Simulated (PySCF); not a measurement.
CH6AlNO. Atoms are numbered in the order given.

```xyz
10

Al     0.6015    -0.7019     0.0000
H      2.0514    -1.3161     0.0000
O      0.4542     0.9888     0.0000
C     -0.4849     2.0146     0.0000
H     -1.5316     1.6485     0.0000
H     -0.3619     2.6597     0.8900
H     -0.3619     2.6597    -0.8900
N     -0.8239    -1.7555     0.0000
H     -0.7752    -2.7700     0.0000
H     -1.7972    -1.4666     0.0000
```

The structure is a stationary point at r2SCAN-D4/def2-SVP. One conformer was computed; it need not be the lowest.

All values below come from HF/pcSseg-1 in PySCF.

GIAO shieldings, no solvent; atoms alike by connectivity are averaged. δ = σ(ref) − σ: ¹H against TMS (σ = 31.99 ppm); ¹⁷O against H2O (σ = 333.0 ppm); ¹³C against TMS (σ = 192.6 ppm); ¹⁵N against NH3 (σ = 267.3 ppm), references at their B3LYP-D3(BJ)/def2-TZVP geometries, non-relativistic.

Computed chemical shifts:
```tsv
nucleus	atoms	count	δ (ppm)
¹H	H2	1	3.93
¹H	H5, H6, H7	3	3.89
¹H	H9, H10	2	0.88
¹⁷O	O3	1	-13.4
¹³C	C4	1	50.8
¹⁵N	N8	1	13.6
```
